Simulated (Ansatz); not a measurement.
A nudged elastic band was laid between two geometries of GeH4O2 + H2 (9 atoms, charge 0, multiplicity 1).

All numbers below come from RKS r2SCAN-D4/def2-SVP in Ansatz 0.2.0.

```yaml
movable_images: 7
climbing_image: yes
spring: 5.0 eV/Å²
optimiser: quadratic models (default)
start_path: through a guess of the saddle point
force_threshold: 0.05 eV/Å
iteration_limit: 60
end_points: relaxed
```

First end point:

```xyz
9
Properties=species:S:1:pos:R:3
Ge -0.328 0.405 -0.078
O 0.247 0.226 1.602
H -0.485 0.114 2.225
H 0.959 0.683 -0.860
H -1.427 1.467 -0.196
O -1.136 -1.091 -0.598
H -0.538 -1.852 -0.570
H 0.861 -2.972 1.880
H 0.768 -2.218 1.845
```

Last end point:

```xyz
9
Properties=species:S:1:pos:R:3
Ge 0.445 -0.086 -0.207
O -0.550 -0.690 2.561
H -1.049 -1.054 1.805
H 0.707 0.034 -1.725
H 0.018 1.271 0.360
O -0.877 -1.307 -0.035
H -1.472 -1.307 -0.797
H 1.670 -0.674 0.490
H 0.030 -1.427 2.795
```

Task: Which bonds break or form, and what moves?

Result: Bonds broken: Ge1–O2, H8–H9. Bonds formed: Ge1–H8, O2–H9. GeH4O2 + H2 becomes GeH4O + H2O.

Task: Give the energies along the band, and the barrier.

Result: It converged. The highest image is number 5 of 0 to 8, 1.76 eV above the ends, which have the same energy within 2 meV. The profile has 2 maxima (images 3, 5) with wells between them (image 4): this band takes more than one step, which may be the mechanism or a detour left from its start path. Neighbouring images differ by up to 1.7 eV, so the band resolves the path poorly. A vibrational analysis at the climbing image gives one clearly imaginary mode, 1180i cm⁻¹: a first-order saddle point. The orbitals stay closed-shell, which can raise the energy where a bond breaks towards radicals; this wasn't checked here.

```csv
image,path coordinate (Å),energy (eV),Ge1–O2 (Å),H8–H9 (Å),Ge1–H8 (Å)
0,0.00,0.00,1.79,0.76,4.08
1,1.72,0.01,1.78,0.76,4.54
2,3.43,0.01,1.78,0.76,4.54
3,5.15,0.09,1.78,0.76,3.94
4,6.86,0.05,1.79,0.76,3.26
5,8.57,1.76,2.03,1.09,1.89
6,9.78,0.45,2.86,1.63,1.56
7,10.99,0.07,3.16,2.45,1.53
8,12.20,0.00,3.00,2.93,1.53
```

Task: What is the geometry of the highest image?

Result: 
```xyz
9
Properties=species:S:1:pos:R:3:forces:R:3
Ge 0.069 -0.292 0.003 0.00 0.00 0.00
O -0.318 -0.850 1.918 -0.01 0.01 0.00
H -0.375 -1.814 2.025 0.01 0.00 0.00
H 1.113 -0.968 -0.888 0.00 0.00 0.00
H -0.279 1.194 -0.118 0.00 0.00 0.00
O -1.353 -1.233 -0.586 0.00 -0.01 -0.01
H -2.178 -0.946 -0.172 0.00 0.01 0.01
H 1.469 0.097 1.206 0.00 0.00 0.00
H 0.773 -0.427 1.860 0.00 0.00 0.00
```

Time of the run: 10 min on 2 threads of Arm Neoverse V1, on a shared host, peak memory 0.15 GiB.
